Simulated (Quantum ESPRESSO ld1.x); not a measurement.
The numbers below are computed, except where a source is named.
Task: The table gives one normalised radial function P(r) = r R(r) of Pd in [Kr] 4d8 5s2 (r in bohr). Code: ld1.x of Quantum ESPRESSO 7.5. Model: scalar-relativistic Kohn-Sham, revPBE, spin-unpolarised, spherical densities, point nucleus.

r,P
0.005404,0.4018
0.006241,0.4406
0.007207,0.4795
0.008324,0.5171
0.009613,0.5517
0.0111,0.5810
0.01282,0.6019
0.01493,0.6110
0.01724,0.6031
0.01991,0.5743
0.02299,0.5202
0.02655,0.4361
0.03066,0.3189
0.03541,0.1672
0.04123,-0.0283
0.04761,-0.2401
0.05499,-0.4651
0.0635,-0.6842
0.07334,-0.8716
0.0847,-0.9965
0.09782,-1.0269
0.1139,-0.9258
0.1315,-0.6877
0.1519,-0.3157
0.1754,0.1602
0.2026,0.6844
0.234,1.1827
0.2702,1.5767
0.3145,1.8093
0.3633,1.8252
0.4195,1.6565
0.4845,1.3562
0.5595,0.9993
0.6462,0.6593
0.7463,0.3865
0.8688,0.1908
1.003,0.0841
1.159,0.0315
1.338,0.0098
1.546,0.0025
1.785,0.0005
2.061,0.0001
2.4,0.0000
2.771,0.0000
3.201,0.0000
3.696,0.0000
4.269,0.0000
4.93,0.0000
5.694,0.0000
6.628,0.0000
7.655,0.0000
8.841,0.0000
10.21,0.0000

Which n and l does it have? It may be an empty orbital.

Result: n = 3, l = 0: the number of nodes gives n - l - 1 = 2, the rise at small r (about r^(l+1), flatter next to the nucleus through relativity) gives l, and the extent must fit the shell. The curve is that of 3s. 3s: eigenvalue -643.83 eV, 2 radial nodes at r = 0.0404, 0.168 bohr, <r> = 0.379 bohr, 90 % of the charge inside 0.559 bohr.
